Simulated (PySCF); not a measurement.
H$_{8}$Ge$_{3}$, triplet, at the geometry of the source list (a higher spin typed on purpose: for a closed-shell molecule this is an excited state). Base run: DF-R2SCAN/6-31G** run with PySCF.

Input for PySCF:
```python
from pyscf import gto, scf, dft

mol = gto.Mole()
mol.atom = '''
    Ge    1.918200    0.707600    0.011600
    Ge    0.174200   -0.908900   -0.116600
    Ge   -2.040400   -0.049200    0.097700
    H     3.296100    0.131300   -0.142500
    H     1.802800    1.750900   -1.061800
    H     1.950100    1.477000    1.298100
    H     0.399100   -1.988700    0.907400
    H     0.280800   -1.659700   -1.425800
    H    -2.407200    0.862300   -1.036300
    H    -2.259400    0.775000    1.332600
    H    -3.114300   -1.097700    0.135600
'''
mol.basis = '6-31g**'
mol.charge = 0
mol.spin = 2
mol.verbose = 4
mol.build()

mf = dft.UKS(mol)
mf.xc = 'r2scan'
mf = mf.density_fit(auxbasis='def2-universal-jkfit')
mf.kernel()
```

Variants of this job, named by their change:

| change | ΔE vs base (mEh) | SCF cycles | <S^2> | outcome |
|---|---|---|---|---|
| base | 0.000 | 14 | 2.007 | converged |
| init_guess = mod_huckel | 0.000 | 16 | 2.007 | converged |
| level_shift = 1.0 (with mf.max_cycle = 100) | - | - | - | cut at the time limit |
| conv_tol = 1e-12 | 0.000 | 23 | 2.007 | converged |
| DIIS = EDIIS | - | 50 | - | not converged |
| solver = newton; init_guess = 1e | - | - | - | cut at the time limit |
| diis_space = 4 | 0.000 | 16 | 2.007 | converged |
| conv_tol = 1e-4 | 0.125 | 6 | 2.007 | converged |

Open shells are given as the SCF converged; they aren't shown to be the lowest states, and a large step between rows can be another state.
